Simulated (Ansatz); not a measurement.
Reaction (formal exchange of groups at the Si–H bond): `[CH3][AlH][SiH3]` + `CCC1C=CCC1` → `[CH3][AlH][SiH2]C` + `CC1C=CCC1`

Calculated with Ansatz (gas phase, PBE0-D4/def2-TZVP geometries, no zero-point term in ΔE). CCSD(T)/CBS is the MP2 limit (def2-TZVPP, def2-QZVPP) plus CCSD(T) − MP2 in def2-TZVPP, frozen cores. DFT in def2-TZVPP. One conformer a species, not always the lowest.

| level | ΔE (kcal/mol) | difference from CCSD(T)/CBS |
| --- | --- | --- |
| PBE-D4 | -8.1 | -0.5 |
| revPBE-D4 | -7.8 | -0.2 |
| B97M-V | -7.7 | -0.1 |
| r2SCAN0-D4 | -8.0 | -0.4 |
| CAM-B3LYP-D4 | -7.5 | 0.1 |
| ωB97X-V | -7.3 | 0.3 |
| PBE | -8.2 | -0.6 |
| r2SCAN | -8.3 | -0.7 |
| BHLYP | -7.6 | 0.0 |
| LC-ωPBE | -8.1 | -0.5 |
| HF/def2-SVP | -5.7 | 1.9 |
| MP2/def2-SVP | -5.1 | 2.5 |
| CCSD/def2-SVP | -4.5 | 3.1 |
| MP2/def2-TZVPP | -7.8 | -0.2 |
| MP2/def2-QZVPP | -8.1 | -0.5 |
| MP2/CBS(def2) | -8.2 | -0.6 |
| CCSD(T)/CBS | -7.6 | 0 |

Largest T1 diagnostic among the species: 0.011.

At CCSD(T), def2-SVP lies +3.2 kcal/mol from the extrapolated value and def2-TZVPP +0.4 kcal/mol. From BLYP to BHLYP (50 % exact exchange), in def2-TZVPP and without D4, ΔE moves by +0.7 kcal/mol. Leaving LDA and LC-ωPBE aside and taking each functional with its dispersion term where it has one, the values, not all of them listed here, spread over 0.9 kcal/mol, from r2SCAN-D4 to ωB97X-V. LDA lies +1.6 kcal/mol from PBE without D4.
